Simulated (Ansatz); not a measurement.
Cost and result up the ladder for Si₁₆Bi (the lowest doublet isomer of a short search) (17 atoms). The state is a doublet with charge 0. Geometry: r2SCAN-D4/def2-SVP.

```csv
atom,x (Å),y (Å),z (Å)
Bi1,2.6514,-2.7879,-0.0832
Si2,0.3669,-2.4221,-1.6043
Si3,2.3938,1.5075,-1.8172
Si4,1.2616,-1.3672,1.7762
Si5,0.4130,1.7998,1.7337
Si6,0.4187,2.2050,-0.5688
Si7,-2.4537,1.3227,0.2555
Si8,2.3992,0.6099,2.1206
Si9,-1.6757,-2.6295,-0.1258
Si10,-1.6503,0.7504,2.4253
Si11,-0.5923,-0.4375,0.1388
Si12,2.7237,-0.0683,-0.0894
Si13,-1.0428,-1.7170,2.1595
Si14,0.7341,-0.1135,-1.9675
Si15,-1.3918,0.9105,-2.0852
Si16,-1.7187,3.0786,-1.2614
Si17,-2.8371,-0.6414,-1.0067
```

Ansatz on 2 threads of AMD EPYC 7R13 on a shared host and a share (18 GiB) of an NVIDIA H100 80GB HBM3. Times are rough, and most runs start from the orbitals of an earlier one. PBE0-D4/def2-TZVP serves as the yardstick here, not as an exact answer. Differences are given only for rows in sets of like size (and for xTB, whose basis is part of the method), since another set adds its own error. Binding counts from free atoms at the same level (Bi quartet, Si triplet; other spins of the atoms weren't run), without zero-point energy or a counterpoise term.

In the def2 sets Bi takes a core potential; there is no spin–orbit coupling. Correlated methods freeze 84 core orbitals; core or outer-core shells of Bi are correlated, in sets that lack core-valence functions. The rows differ in basis, and correlated rows in double-zeta sets carry the largest basis error. Single mean-field runs in def2-TZVP are fitted with def2-universal-jkfit. The structure comes from a short search, and lower isomers may exist.

Run but left out: MP2/def2-SVP (⟨S²⟩ 1.65, where a pure state has 0.75).

Correlated methods converge slowly with the basis, most of all in double-zeta sets.

| level | functions | binding energy per atom (eV) | difference from PBE0-D4/def2-TZVP (eV) |
| --- | --- | --- | --- |
| PBE0-D4/def2-TZVP | 642 | 3.75 | 0.00 |
| r2SCAN-D4/def2-TZVP | 642 | 3.71 | -0.04 |
| PBE-D4/def2-TZVP (with forces) | 642 | 3.89 | 0.14 |
| PBE-D4/def2-SVP | 314 | 3.85 | – |
| LDA (SPW92)/def2-TZVP | 642 | 4.35 | 0.60 |
| RPA@PBE/def2-SVP | 314 | 2.92 | – |
| PBE0-D4/def2-SVP | 314 | 3.70 | – |

Q: Estimate how long each takes.

A: PBE-D4/def2-SVP 5.5 s; LDA (SPW92)/def2-TZVP 6 s; PBE0-D4/def2-SVP 6 s; RPA@PBE/def2-SVP 6 s; PBE-D4/def2-TZVP (with forces) 7 s; PBE0-D4/def2-TZVP 7 s; r2SCAN-D4/def2-TZVP 9.5 s. On shared hardware such times vary by a factor of up to 3.
